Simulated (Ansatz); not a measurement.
The cluster Cu₃O₄⁻. Charge -1, multiplicity 1. Geometry B3LYP-D4/def2-SVPD, basis def2-TZVPD, Ansatz.

Cartesian coordinates in Å:
```
Cu -0.410 -1.337 -0.352
Cu -0.182 0.882 -1.371
Cu -1.204 0.638 0.757
O 1.725 0.054 0.683
O -1.795 -0.170 -0.990
O 0.794 1.149 0.428
O 1.073 -1.215 0.845
```

```csv
run,HOMO (eV),LUMO (eV)
A,-2.25,2.51
B,-0.79,1.81
C,0.28,1.15
D,0.31,0.92
E,0.06,0.82
```

The structure holds 2 bond(s) between oxygen atoms. No other spin state of charge -1 was run. Another isomer (singlet) lies 3.40 eV lower at r2SCAN-D4/def2-TZVPD; other spin states weren't run for this one.

Q: The runs used B97M-V, CAM-B3LYP, PBE, PBE0, r2SCAN. Estimate which is which.

A: A CAM-B3LYP (range-separated); B PBE0 (25 % exact exchange); C r2SCAN (0 % exact exchange); D PBE (0 % exact exchange); E B97M-V (0 % exact exchange). Exact exchange lowers occupied and raises empty levels; among semilocal functionals meta-GGAs tend to open the gap a little, and such runs are hard to tell apart. The gap grows from 0.61 eV (PBE) to 4.77 eV (CAM-B3LYP). At r2SCAN-D4/def2-TZVPD, PBE-D4/def2-TZVPD, B97M-V/def2-TZVPD the highest occupied level of the charge -1 singlet lies above zero (up to 0.31 eV). The electron is either unbound and held by the finite basis, or the level is raised by self-interaction error.
